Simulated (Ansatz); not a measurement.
`[NH2][GeH2][CH2]O` + H–F → `[NH2][GeH2][CH2]F` + H₂O  (substitution at a C–O bond)

Isolated molecules relaxed with PBE0-D4/def2-TZVP in Ansatz; ΔE leaves out vibrations. CCSD(T)/CBS is the MP2 limit (def2-TZVPP, def2-QZVPP) plus CCSD(T) − MP2 in def2-TZVPP, frozen cores. This one scheme is used for every species. Functionals use def2-TZVPP. For Ge outer-core shells are correlated without core-valence functions, which leaves a few kJ/mol of doubt a bond. Scalar relativity is left out up to krypton. One conformer a species, not always the lowest.

| species | PBE0 energy (Eh) |
| --- | --- |
| `[NH2][GeH2][CH2]O` | -2248.91132 |
| H–F | -100.39405 |
| `[NH2][GeH2][CH2]F` | -2272.92135 |
| H₂O | -76.38081 |

(1) Work out ΔE.

Largest T1 diagnostic among the species: 0.011.

Answers

(1) ΔE = (-2272.92135) + (-76.38081) − (-2248.91132) − (-100.39405) = 0.00321 Eh = +0.09 eV. CCSD(T)/CBS gives +0.11 eV.

The D4 term adds +0.05 eV with B3LYP and +0.02 eV with PBE0; it sums over pairs of atoms, weighted by their polarisabilities, and B3LYP, whose exchange is more repulsive, gets the larger term. In def2-TZVPP, CCSD(T) changes the Hartree–Fock value by +0.21 eV (the triples alone add +0.03 eV) and MP2 by +0.26 eV.

B3LYP here is the variant with VWN-RPA as its local correlation; programs differ in this.
